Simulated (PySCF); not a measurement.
C₄H₄ClF, SMILES C1(F)=C(CC1)Cl.

The structure is a stationary point at PBE0-D3(BJ)/def2-SVP.

Two levels are set side by side: TDDFT-PBE/def2-SVPD (PySCF) and TDDFT-M06-2X/def2-SVPD (PySCF). Vertical, same geometry. The lowest singlet is HOMO→LUMO+1 69 %, HOMO→LUMO+2 31 % with PBE and HOMO→LUMO 62 %, HOMO→LUMO+2 27 % with the other functional; states are paired by order. Differences are taken from unrounded values.

```csv
quantity,TDDFT-M06-2X
lowest singlet excitation (eV),6.41
lowest triplet excitation (TDA) (eV),4.60
first bright state (f over 0.05) (eV),6.99
its oscillator strength,0.29
```

Q: What does TDDFT-PBE give, and how far is it from TDDFT-M06-2X? (The exact figures need the calculation; the answer reports its results.)

A: 
```tsv
quantity	TDDFT-PBE	TDDFT-PBE minus TDDFT-M06-2X
lowest singlet excitation (eV)	5.85	-0.56
lowest triplet excitation (TDA) (eV)	4.32	-0.29
first bright state (f over 0.05) (eV)	6.55	-0.44
its oscillator strength	0.25	-0.04
```

Functionals without exact exchange tend to place singlet excitations lower, as here. Differences between two approximate levels are no errors against the true value.

Rough cost on one machine, each run with all the roots and properties that it gave: TDDFT-M06-2X against TDDFT-PBE about 10 times.
